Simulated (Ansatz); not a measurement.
Relaxation of H₈N₃Si (12 atoms, charge 0, multiplicity 2), to a largest force component of 0.03 eV/Å in at most 50 steps.

All numbers below come from Ansatz 0.2.0, UKS B3LYP-D4/cc-pVDZ.

```xyz
12
Properties=species:S:1:pos:R:3
Si 0.060 -0.019 -0.138
H 0.083 -0.014 1.343
N 1.655 -0.043 -0.849
H 2.364 -0.586 -0.359
H 2.046 0.860 -1.107
N -0.722 1.383 -0.848
H -1.737 1.395 -0.757
H -0.371 2.306 -0.592
N -0.757 -1.500 -0.529
H -1.544 -1.802 0.041
H -0.917 -1.715 -1.510
H -0.154 -0.266 3.171
```

**Question.** Where does it end, and by what steps?

**Answer.** It converged. After 35 steps the energy has fallen by 0.682 eV; H2 moved furthest, 1.49 Å. Parted: Si1–H2 (1.48 → 3.14 Å). Joined: H2–H12 (1.86 → 0.77 Å).

| step | energy less start (eV) | largest force component (eV/Å) | accepted |
| --- | --- | --- | --- |
| 0 | 0.0000 | 0.635 | yes |
| 2 | -0.0145 | 0.045 | yes |
| 4 | -0.0279 | 0.060 | yes |
| 6 | -0.0644 | 0.626 | yes |
| 8 | -0.1224 | 0.691 | yes |
| 10 | -0.2714 | 0.760 | yes |
| 12 | -0.5182 | 0.530 | yes |
| 14 | -0.5884 | 0.931 | yes |
| 16 | -0.6136 | 0.079 | yes |
| 18 | -0.6172 | 0.070 | yes |
| 20 | -0.6188 | 0.077 | yes |
| 22 | -0.6203 | 0.089 | yes |
| 24 | -0.6218 | 0.209 | yes |
| 26 | -0.6256 | 0.296 | yes |
| 28 | -0.6320 | 0.336 | yes |
| 30 | -0.6605 | 0.382 | yes |
| 32 | -0.6798 | 0.225 | yes |
| 34 | -0.6817 | 0.113 | yes |
| 35 | -0.6824 | 0.017 | yes |

```xyz
12
Properties=species:S:1:pos:R:3
Si 0.039 -0.011 -0.312
H -0.004 -0.084 2.830
N 1.612 -0.142 -1.101
H 2.346 -0.634 -0.593
H 1.983 0.745 -1.443
N -0.659 1.517 -0.859
H -1.621 1.434 -1.190
H -0.599 2.305 -0.216
N -0.963 -1.294 -0.993
H -1.635 -1.740 -0.370
H -0.434 -2.017 -1.482
H -0.059 -0.080 3.594
```

Whether the end is a true minimum wasn't checked by a vibrational analysis.

Run time: 69 s on 4 threads of Arm Neoverse V1, with other jobs on the host, peak memory 0.28 GiB.
